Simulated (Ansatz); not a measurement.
Molecular dynamics of CH3BClF

Input:

```yaml
crystal:
  periodic: [false, false, false]
  atoms:
    - { symbol: B, position_ang: [-0.023184, -0.032441, 0.022507] }
    - { symbol: C, position_ang: [-0.008021, -0.025192, 1.580599] }
    - { symbol: H, position_ang: [-0.919626, -0.466707, 2.011365] }
    - { symbol: H, position_ang: [0.881821, -0.529326, 1.988959] }
    - { symbol: H, position_ang: [0.021614, 1.027082, 1.923702] }
    - { symbol: F, position_ang: [1.089717, -0.215959, -0.689633] }
    - { symbol: Cl, position_ang: [-1.51002, 0.242543, -0.915999] }
basis:
  gaussian: { orbitals: cc-pVDZ }
hamiltonian:
  xc: b3lyp
md:
  timestep: 0.5
  n_steps: 100
  ensemble: nvt_langevin
  temperature: 200.0
  initial_velocities: maxwell_boltzmann
  seed: 526595
  friction: 0.005
  temperature_schedule:
    - { n_steps: 25, end_temperature: 200.0 }
    - { n_steps: 75, end_temperature: 50.0 }
```

Launched with:

```bash
$ ansatz run input.yaml --threads 1 --pin off --max-ram 2048MiB --backend cpu --events-out ev --progress --plain --runs-dir out
```

It starts from a relaxed structure.

Output, in part (one step line in 4, the closing report, with atoms numbered from 0):

```
md step     0: t =     0.00 fs  T =   171.4 K (target 200.0 K)  F+E_penalty+E_count = -17005.63108870 eV  E_kin = 0.155112 eV  (25 SCF iters)
md step     4: t =     2.00 fs  T =   130.8 K (target 200.0 K)  F+E_penalty+E_count = -17005.58072417 eV  E_kin = 0.118329 eV  (23 SCF iters)
md step     8: t =     4.00 fs  T =   115.7 K (target 200.0 K)  F+E_penalty+E_count = -17005.56607644 eV  E_kin = 0.104665 eV  (23 SCF iters)
md step    12: t =     6.00 fs  T =    98.2 K (target 200.0 K)  F+E_penalty+E_count = -17005.55267870 eV  E_kin = 0.088876 eV  (31 SCF iters)
md step    16: t =     8.00 fs  T =    52.6 K (target 200.0 K)  F+E_penalty+E_count = -17005.50395828 eV  E_kin = 0.047617 eV  (23 SCF iters)
md step    20: t =    10.00 fs  T =   106.8 K (target 200.0 K)  F+E_penalty+E_count = -17005.54391360 eV  E_kin = 0.096651 eV  (31 SCF iters)
md step    24: t =    12.00 fs  T =   113.9 K (target 200.0 K)  F+E_penalty+E_count = -17005.54165516 eV  E_kin = 0.103098 eV  (31 SCF iters)
md step    28: t =    14.00 fs  T =    97.9 K (target 195.0 K)  F+E_penalty+E_count = -17005.52278435 eV  E_kin = 0.088577 eV  (23 SCF iters)
md step    32: t =    16.00 fs  T =   139.6 K (target 187.0 K)  F+E_penalty+E_count = -17005.56041115 eV  E_kin = 0.126293 eV  (31 SCF iters)
md step    36: t =    18.00 fs  T =    94.7 K (target 179.0 K)  F+E_penalty+E_count = -17005.51968391 eV  E_kin = 0.085663 eV  (25 SCF iters)
md step    40: t =    20.00 fs  T =   100.6 K (target 171.0 K)  F+E_penalty+E_count = -17005.52529394 eV  E_kin = 0.091053 eV  (31 SCF iters)
md step    44: t =    22.00 fs  T =   144.1 K (target 163.0 K)  F+E_penalty+E_count = -17005.55996707 eV  E_kin = 0.130405 eV  (31 SCF iters)
md step    48: t =    24.00 fs  T =    76.8 K (target 155.0 K)  F+E_penalty+E_count = -17005.49716039 eV  E_kin = 0.069456 eV  (23 SCF iters)
md step    52: t =    26.00 fs  T =   151.0 K (target 147.0 K)  F+E_penalty+E_count = -17005.56177707 eV  E_kin = 0.136647 eV  (31 SCF iters)
md step    56: t =    28.00 fs  T =   142.4 K (target 139.0 K)  F+E_penalty+E_count = -17005.54442441 eV  E_kin = 0.128835 eV  (31 SCF iters)
md step    60: t =    30.00 fs  T =    87.9 K (target 131.0 K)  F+E_penalty+E_count = -17005.50288217 eV  E_kin = 0.079513 eV  (23 SCF iters)
md step    64: t =    32.00 fs  T =   165.0 K (target 123.0 K)  F+E_penalty+E_count = -17005.56930080 eV  E_kin = 0.149340 eV  (30 SCF iters)
md step    68: t =    34.00 fs  T =    92.3 K (target 115.0 K)  F+E_penalty+E_count = -17005.49838476 eV  E_kin = 0.083514 eV  (31 SCF iters)
md step    72: t =    36.00 fs  T =   113.3 K (target 107.0 K)  F+E_penalty+E_count = -17005.52689858 eV  E_kin = 0.102490 eV  (26 SCF iters)
md step    76: t =    38.00 fs  T =   143.4 K (target 99.0 K)  F+E_penalty+E_count = -17005.55998735 eV  E_kin = 0.129749 eV  (31 SCF iters)
md step    80: t =    40.00 fs  T =    85.4 K (target 91.0 K)  F+E_penalty+E_count = -17005.50731671 eV  E_kin = 0.077280 eV  (31 SCF iters)
md step    84: t =    42.00 fs  T =   121.0 K (target 83.0 K)  F+E_penalty+E_count = -17005.54409858 eV  E_kin = 0.109522 eV  (30 SCF iters)
md step    88: t =    44.00 fs  T =    90.1 K (target 75.0 K)  F+E_penalty+E_count = -17005.51816603 eV  E_kin = 0.081540 eV  (31 SCF iters)
md step    92: t =    46.00 fs  T =    67.1 K (target 67.0 K)  F+E_penalty+E_count = -17005.49851793 eV  E_kin = 0.060683 eV  (23 SCF iters)
md step    96: t =    48.00 fs  T =   129.6 K (target 59.0 K)  F+E_penalty+E_count = -17005.55929795 eV  E_kin = 0.117293 eV  (31 SCF iters)
md step   100: t =    50.00 fs  T =   106.1 K (target 51.0 K)  F+E_penalty+E_count = -17005.53684665 eV  E_kin = 0.096040 eV  (24 SCF iters)
Total energy: -17005.53704933 eV, -624.9419597958 hartree
Atom 0 at    -0.029145    -0.043837     0.058918 Å, force     0.222335    -0.246962    -0.959195 eV/Å
Atom 1 at    -0.004833    -0.118125     1.609792 Å, force     1.658763    -0.394171     0.057631 eV/Å
Atom 2 at    -0.741496    -0.830528     1.981756 Å, force    -0.238834    -0.245143     0.199477 eV/Å
Atom 3 at     1.044582    -0.368994     2.032639 Å, force    -1.532092     0.363204    -0.623849 eV/Å
Atom 4 at    -0.308925     0.867818     1.954280 Å, force    -0.125579     0.488592     0.460664 eV/Å
Atom 5 at     1.085876    -0.210035    -0.683533 Å, force    -0.561644     0.135386     0.363860 eV/Å
Atom 6 at    -1.535765     0.267441    -0.907197 Å, force     0.577051    -0.100906     0.501412 eV/Å
Dipole moment:     0.033785    -0.011935     0.382917 e Å
```

All steps were run. The schedule's set-point averaged 100 K over the second half and the system 115 K, so it lags behind the ramp. A run of 0.05 ps of so small a system gives no equilibrium averages.

The same pairs are bonded in the first frame and the last. Pairs count as bonded within 1.25 times the sum of covalent radii (0.12 Å more for H–H).

Last frame:

```xyz
7
Properties=species:S:1:pos:R:3
B -0.029 -0.044 0.059
C -0.005 -0.118 1.610
H -0.742 -0.831 1.982
H 1.045 -0.369 2.033
H -0.309 0.868 1.954
F 1.086 -0.210 -0.683
Cl -1.536 0.267 -0.907
```

Time of the run: 5.5 min on 1 thread of Intel(R) Xeon(R) Platinum 8259CL CPU @ 2.50GHz (Skylake/Cascade Lake) (shared host), peak memory 0.15 GiB.
